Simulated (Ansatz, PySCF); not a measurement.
This PySCF input computes a SVWN5/def2-TZVPD energy:

```python
from pyscf import gto, scf, dft

mol = gto.M(
    atom='''
    C     0.57500851   -0.22014435    0.55248107
    Br    0.51580817    1.53752789   -0.06876880
    Br   -0.64155995   -1.48937393   -0.07032324
    H     0.95126138   -0.36452261    1.55333530
    ''',
    basis='def2-tzvpd',
    charge=0,
    spin=1,
    verbose=4,
)

mf = dft.UKS(mol, xc='svwn').density_fit(auxbasis='def2-universal-jkfit')
mf.grids.level = 3
mf.conv_tol = 1e-9
mf.max_cycle = 100
mf.max_memory = 1500
mf.kernel()
if not mf.converged:
    mf = mf.newton()
    mf.kernel(mf.make_rdm1())
for _ in range(2):
    mo, _, stable, _ = mf.stability(return_status=True)
    if stable:
        break
    mf.kernel(mf.make_rdm1(mo, mf.mo_occ))
mf.analyze()
```

Question: Write an input for the same energy in Ansatz (a first-principles code) and say what it gives.

Answer: 
Ansatz 0.2 input:
```yaml
crystal:
  periodic: [false, false, false]
  atoms:
    - {symbol: C, position_ang: [0.57500851, -0.22014435, 0.55248107]}
    - {symbol: Br, position_ang: [0.51580817, 1.53752789, -0.06876880]}
    - {symbol: Br, position_ang: [-0.64155995, -1.48937393, -0.07032324]}
    - {symbol: H, position_ang: [0.95126138, -0.36452261, 1.55333530]}
basis:
  gaussian:
    orbitals: def2-TZVPD
hamiltonian:
  xc: {name: SVWN5}
magnetization: {spin_polarized: true, initial_magnetization: 1}
output: {forces: true}
```
It gives -5179.52176 Eh, and PySCF -5179.52180 Eh, a difference of 0.04 mEh, from the treatment of integrals and grids.

It need not be the lowest isomer of its formula.
